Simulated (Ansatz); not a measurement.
The cluster Be₄Se₃⁺, 7 atoms. Hardware: 4 threads of Arm Neoverse V1 on a shared host.

Correlated methods freeze 27 core orbitals; core or outer-core shells of Se are correlated, in sets that lack core-valence functions.

How many basis functions does each of these Ansatz runs have, and roughly what does it cost? PBE-D4/def2-SVP, charge 1 doublet, energy with a search over starts; BHLYP-D4/def2-TZVP, charge 1 doublet, energy, from earlier orbitals; PBE0-D4/def2-TZVP, charge 1 doublet, energy, from earlier orbitals; HF/def2-TZVP, charge 1 doublet, energy, from earlier orbitals; r2SCAN0-D4/def2-TZVP, charge 1 doublet, energy, from earlier orbitals; PBE0-D4/def2-SVP, charge 1 doublet, energy, from earlier orbitals; r2SCAN-D4/def2-TZVP, charge 1 doublet, energy, from earlier orbitals; PBE-D4/def2-SVP, charge 1 doublet, energy, from earlier orbitals; B3LYP-D4/def2-SVP, charge 1 doublet, relaxation, 42 steps; PBE-D4/def2-TZVP, charge 1 doublet, energy and forces, from earlier orbitals; CCSD(T)/def2-SVP, charge 1 doublet, energy, from earlier orbitals; HF/STO-3G, charge 1 doublet, energy.

Other jobs shared the machine, so times can vary by a factor of up to 3. A dash marks memory too small to be measured apart from the calling script's.

```
                                                                         run  functions  fitting or Cholesky vectors  wall time  peak host memory (GiB)
                                         HF/STO-3G, charge 1 doublet, energy         74                          781      1.1 s                       –
            PBE-D4/def2-SVP, charge 1 doublet, energy, from earlier orbitals        132                         1574      3.9 s                       –
           PBE0-D4/def2-SVP, charge 1 doublet, energy, from earlier orbitals        132                         1433      6.5 s                    0.57
PBE-D4/def2-TZVP, charge 1 doublet, energy and forces, from earlier orbitals        220                         1725      7.5 s                       –
         PBE-D4/def2-SVP, charge 1 doublet, energy with a search over starts        132                         1574        8 s                       –
               HF/def2-TZVP, charge 1 doublet, energy, from earlier orbitals        220                         1594       11 s                    0.91
          PBE0-D4/def2-TZVP, charge 1 doublet, energy, from earlier orbitals        220                         1594       16 s                    0.96
         BHLYP-D4/def2-TZVP, charge 1 doublet, energy, from earlier orbitals        220                         1594       17 s                    0.96
        r2SCAN-D4/def2-TZVP, charge 1 doublet, energy, from earlier orbitals        220                         1725       20 s                       –
       r2SCAN0-D4/def2-TZVP, charge 1 doublet, energy, from earlier orbitals        220                         1594       25 s                     1.1
           CCSD(T)/def2-SVP, charge 1 doublet, energy, from earlier orbitals        132                         1433    2.2 min                     2.4
                   B3LYP-D4/def2-SVP, charge 1 doublet, relaxation, 42 steps        132                         1507    3.6 min                    0.62
```
